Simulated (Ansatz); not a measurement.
GeMeF3 (CH3F3Ge): single points at one geometry.

```yaml
crystal:
  periodic: [false, false, false]
  atoms:
    - {symbol: Ge, position_ang: [-0.001657, 0.002593, -0.836382]}
    - {symbol: C, position_ang: [0.002165, -0.003335, 1.072867]}
    - {symbol: H, position_ang: [-1.032132, 0.047221, 1.438856]}
    - {symbol: H, position_ang: [0.565146, 0.866047, 1.438242]}
    - {symbol: H, position_ang: [0.475631, -0.926652, 1.432849]}
    - {symbol: F, position_ang: [1.575122, -0.022422, -1.518832]}
    - {symbol: F, position_ang: [-0.768647, 1.385039, -1.509573]}
    - {symbol: F, position_ang: [-0.815638, -1.348489, -1.518017]}
basis:
  gaussian: {orbitals: def2-TZVPD, initial_orbitals: start.molden}
hamiltonian: {xc: pbe, dispersion: d4}
scf: {omitted_lower_state_checks: [starts]}
output: {orbitals: {seedname: orbitals}}
```

The file start.molden holds the orbitals of an earlier run on this structure, at another level or in another basis.

```sh
$ ansatz run in.yaml --threads 4 --pin off --events-out ev --progress --plain --max-ram 3916MiB
```

It prints (some lines left out):

```
Functional definition: PBE
1291 factors; their error is unknown
mean field evaluation 1: about -65744.7155 eV, gradient 1.6e1 eV
mean field evaluation 2: about -65744.9987 eV, gradient 3.6e-1 eV
mean field evaluation 4: about -65744.9779 eV, gradient 3.1e-1 eV
mean field evaluation 8: about -65744.9781 eV, gradient 8.0e-6 eV
mean field -65744.97806803 eV, -2416.0833804533 hartree, gradient 8.0e-6 eV, S^2 0.000000; 0 other end points of the search recorded, 0 dependent functions left out
reference -65744.97812909 eV, -2416.0833826974 hartree; 34, 34 occupied and 204, 204 virtual orbitals, 1291 factors
Total energy: -65745.11745504 eV, -2416.0885028316 hartree
Checks for a lower state left out: starts
```

It took 2.7 s on 4 threads of Arm Neoverse V1 on a shared host.

The first input with `gaussian: {orbitals: def2-SVP, initial_orbitals: start.molden}` (abridged; 0.8 s):

```
Functional definition: PBE
mean field -65726.03441412 eV, -2415.3872140128 hartree, gradient 2.8e-5 eV, S^2 0.000000
Total energy: -65726.17377229 eV, -2415.3923353311 hartree
Checks for a lower state left out: starts
```

As the first input, with `gaussian: {orbitals: def2-TZVP, initial_orbitals: start.molden}`, `hamiltonian: {xc: {name: LC-wPBE}}` (abridged; 2.6 s):

```
Functional definition: LC-wPBE
mean field -65750.32847974 eV, -2416.2800044570 hartree, gradient 2.6e-5 eV, S^2 0.000000
Total energy: -65750.32847974 eV, -2416.2800044572 hartree
Checks for a lower state left out: starts
```

The first input with `gaussian: {orbitals: def2-TZVP, initial_orbitals: start.molden}`, `hamiltonian: {xc: {name: r2SCANh}, dispersion: d4}` (abridged; 4.3 s):

```
Functional definition: r2SCANh
mean field -65757.84058459 eV, -2416.5560692184 hartree, gradient 2.0e-5 eV, S^2 0.000000
Total energy: -65757.87562628 eV, -2416.5573569768 hartree
Checks for a lower state left out: starts
```

First input, but with `gaussian: {orbitals: def2-TZVP, initial_orbitals: start.molden}`, `hamiltonian: {xc: r2scan, dispersion: d4}` (abridged; 3.5 s):

```
Functional definition: r2SCAN
mean field -65758.56233342 eV, -2416.5825929986 hartree, gradient 9.9e-6 eV, S^2 0.000000
Total energy: -65758.59534868 eV, -2416.5838062873 hartree
Checks for a lower state left out: starts
```

First input, but with `gaussian: {orbitals: def2-TZVP, initial_orbitals: start.molden}`, `hamiltonian: {xc: pbe0, dispersion: d4}`, `output: {forces: true, orbitals: {seedname: orbitals}}` (abridged; 4.3 s):

```
Functional definition: PBE0
mean field -65746.45357139 eV, -2416.1376042019 hartree, gradient 1.2e-5 eV, S^2 0.000000
Total energy: -65746.57037809 eV, -2416.1418967687 hartree
Atom 0 force    -0.000549     0.000640    -0.193993 eV/Å
Atom 1 force     0.000690    -0.001029     0.317461 eV/Å
Atom 2 force     0.275525    -0.014374    -0.103105 eV/Å
Atom 3 force    -0.150744    -0.231139    -0.102954 eV/Å
Atom 4 force    -0.125345     0.246450    -0.101455 eV/Å
Atom 5 force    -0.140159     0.001643     0.061720 eV/Å
Atom 6 force     0.068724    -0.122667     0.060759 eV/Å
Atom 7 force     0.071858     0.120475     0.061567 eV/Å
Dipole moment:     0.001580    -0.002393     0.767982 e Å
Checks for a lower state left out: starts
```

The first input with `gaussian: {orbitals: def2-TZVP, initial_orbitals: start.molden}`, `correlation: {method: ccsd_t}` and without the key `hamiltonian` (abridged; 99 s):

```
Functional definition: HF
mean field -65677.24516200 eV, -2413.5942420679 hartree, gradient 5.9e-6 eV, S^2 0.000000
13 core orbitals not correlated: weight in the atoms' cores, before any rotation towards them, 1.000 or more for the frozen orbitals, at most 0.000 for the correlated occupied ones
second order -31.72250513 eV of doubles, -0.00000000 eV of singles
cycle   1  -31.11118543 eV  change    6.1e-1 eV  update   1.2e-1
cycle   2  -31.81364518 eV  change   -7.0e-1 eV  update   3.5e-2
cycle   3  -31.96331518 eV  change   -1.5e-1 eV  update   1.7e-2
cycle   4  -31.94503984 eV  change    1.8e-2 eV  update   3.4e-3
cycle   5  -31.94247623 eV  change    2.6e-3 eV  update   1.3e-3
cycle   6  -31.94342702 eV  change   -9.5e-4 eV  update   3.4e-4
cycle   7  -31.94331994 eV  change    1.1e-4 eV  update   1.1e-4
cycle   8  -31.94323912 eV  change    8.1e-5 eV  update   3.2e-5
cycle   9  -31.94324202 eV  change   -2.9e-6 eV  update   1.1e-5
perturbative correction -1.00824760 eV, -0.0370524157 hartree
Total energy: -65710.19665161 eV, -2414.8051869758 hartree
Checks for a lower state left out: starts
```

Geometry: PBE0-D4/def2-SVP.

LC-ωPBE has ω = 0.4 bohr⁻¹. Correlated methods freeze 13 core orbitals; core or outer-core shells of Ge are correlated, in sets that lack core-valence functions.
